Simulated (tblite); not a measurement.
Input of a run (GFN2-xTB geometry optimisation, gas phase (tblite 0.8.0)), started from a force field or distance geometry:
```
{"job": {"kind": "relax", "xc": "GFN2-xTB", "basis": "xTB"}, "charge": 0, "multiplicity": 2}
C      1.701500     1.121600    -0.099800
C      0.896800    -0.074700    -0.050700
C      1.560700    -1.388300    -0.034100
O      2.787600    -1.546300    -0.090800
C     -0.422800     0.002200     0.016600
C     -1.324900    -1.166700     0.067900
C     -1.068100     1.357400     0.000700
F     -1.785000     1.444100     1.192500
H      1.684500     1.799900     0.748200
H      1.928800     1.540500    -1.069000
H      0.923900    -2.271500     0.005200
H     -0.979400    -1.997300     0.698700
H     -2.344700    -0.844300     0.447300
H     -1.527900    -1.484100    -0.994100
H     -0.261800     2.104800    -0.037700
H     -1.776900     1.411600    -0.812200
```

Output (eV, eV/Å):
```
step      E/eV     max force
  0    -695.99234    2.907
  1    -696.09890    3.456
  2    -696.18830    0.566
  3    -696.21603    0.497
  4    -696.25498    0.491
  5    -696.27089    0.412
  6    -696.29083    0.391
  7    -696.30670    0.383
  8    -696.32849    0.380
  9    -696.34944    0.378
 10    -696.37251    0.507
 11    -696.40056    0.544
 12    -696.43802    0.586
 13    -696.48356    0.559
 14    -696.53060    0.627
 15    -696.56953    0.663
 16    -696.56085    1.710
 17    -696.63285    0.687
 18    -696.67261    0.539
 19    -696.76704    0.865
 20    -696.80732    0.588
 21    -696.87524    0.554
 22    -696.93629    0.667
 23    -696.97300    0.747
 24    -696.99836    0.706
 25    -697.02602    0.584
 26    -697.05788    0.336
 27    -697.06566    0.253
 28    -697.07593    0.210
 29    -697.08558    0.180
 30    -697.08965    0.120
 31    -697.09074    0.103
 32    -697.09169    0.087
 33    -697.09297    0.093
 34    -697.09431    0.104
 35    -697.09524    0.074
 36    -697.09575    0.053
 37    -697.09607    0.047
 38    -697.09629    0.029
 39    -697.09644    0.027
 40    -697.09655    0.028
 41    -697.09667    0.027
 42    -697.09678    0.026
 43    -697.09687    0.023
 44    -697.09697    0.028
 45    -697.09710    0.025
 46    -697.09726    0.035
 47    -697.09744    0.044
 48    -697.09764    0.042
 49    -697.09787    0.042
 50    -697.09816    0.054
 51    -697.09854    0.049
 52    -697.09898    0.056
 53    -697.09941    0.050
 54    -697.09984    0.056
 55    -697.10029    0.066
 56    -697.10072    0.049
 57    -697.10108    0.053
 58    -697.10136    0.049
 59    -697.10167    0.057
 60    -697.10205    0.056
 61    -697.10251    0.057
 62    -697.10295    0.059
 63    -697.10330    0.052
 64    -697.10348    0.166
 65    -697.10387    0.061
 66    -697.10424    0.047
 67    -697.10460    0.021
 68    -697.10472    0.023
 69    -697.10480    0.019
 70    -697.10486    0.015
 71    -697.10492    0.014
 72    -697.10496    0.022
 73    -697.10502    0.026
 74    -697.10511    0.023
 75    -697.10522    0.023
 76    -697.10534    0.023
 77    -697.10549    0.030
 78    -697.10566    0.040
 79    -697.10588    0.042
 80    -697.10610    0.034
 81    -697.10630    0.042
 82    -697.10651    0.037
 83    -697.10680    0.044
 84    -697.10732    0.058
 85    -697.10826    0.113
 86    -697.10938    0.099
 87    -697.11151    0.269
 88    -697.11270    0.159
 89    -697.11327    0.084
 90    -697.11504    0.093
 91    -697.11579    0.122
 92    -697.11654    0.085
 93    -697.11734    0.078
 94    -697.11836    0.068
 95    -697.11941    0.096
 96    -697.12051    0.074
 97    -697.12159    0.088
 98    -697.12345    0.078
 99    -697.12428    0.081
100    -697.12534    0.052
101    -697.12576    0.073
102    -697.12586    0.136
103    -697.12661    0.052
104    -697.12688    0.042
105    -697.12741    0.043
106    -697.12795    0.059
107    -697.12850    0.053
108    -697.12903    0.059
109    -697.12950    0.059
110    -697.13002    0.059
111    -697.13067    0.068
112    -697.13118    0.079
113    -697.13160    0.070
114    -697.13192    0.040
115    -697.13221    0.031
116    -697.13238    0.032
117    -697.13312    0.071
118    -697.13406    0.111
119    -697.13553    0.120
120    -697.13656    0.074
121    -697.13723    0.100
122    -697.13805    0.108
123    -697.13910    0.097
124    -697.14019    0.441
125    -697.14109    0.167
126    -697.14288    0.050
127    -697.14385    0.151
128    -697.14515    0.289
129    -697.14634    0.167
130    -697.14695    0.086
131    -697.14734    0.074
132    -697.14764    0.055
133    -697.14785    0.057
134    -697.14805    0.039
135    -697.14822    0.080
136    -697.14847    0.056
137    -697.14885    0.038
138    -697.14917    0.038
139    -697.14937    0.031
140    -697.14955    0.048
141    -697.14969    0.035
142    -697.14976    0.031
143    -697.14976    0.025
144    -697.14980    0.013
145    -697.14983    0.022
146    -697.14988    0.017
147    -697.14990    0.013
148    -697.14993    0.012
149    -697.14996    0.013
150    -697.14998    0.012
151    -697.15000    0.009
```

**Question.** Summarise the run.

**Answer.** The energy falls by 26.7 kcal/mol over 151 L-BFGS steps, the largest force on an atom goes from 2.91 to 0.009 eV/Å, and the atoms move by 0.642 Å rms after alignment. The bond that changes most is C2=C5 (both ends carbon bonded to 3 C), which lengthens by 0.079 Å. Bonds longer at the end by more than 0.005 Å: 5 of 15; shorter: 7. Among the angles that change most is C5–C7–F8, from 105.6° to 113.1°. Among the dihedrals that turn most is H10–C1–C2–C3, from 92° to 0°. The energy rose by more than 1e-5 eV at step 16. The first step brought 9 % of the lowering.

**Question.** What are the final bond lengths?

**Answer.** C1–C2 1.377 Å, C2–C3 1.483 Å, C3=O4 1.203 Å, C2=C5 1.402 Å, C5–C6 1.489 Å, C5–C7 1.498 Å, C7–F8 1.370 Å, C1–H9 1.073 Å, C1–H10 1.075 Å, C3–H11 1.104 Å, C6–H12 1.092 Å, C6–H13 1.086 Å, C6–H14 1.091 Å, C7–H15 1.099 Å, C7–H16 1.099 Å. Numbering counts from 1 in the input's order; the species is `[CH2]/C(C=O)=C(/C)CF` [radical].

Time: 0.93 s of wall time. Hardware: Arm Neoverse V1, one thread, on a shared host.

Its GFN2-xTB frequencies are all real (lowest 31 cm⁻¹).

One conformer stands for the species.

These are computed values.
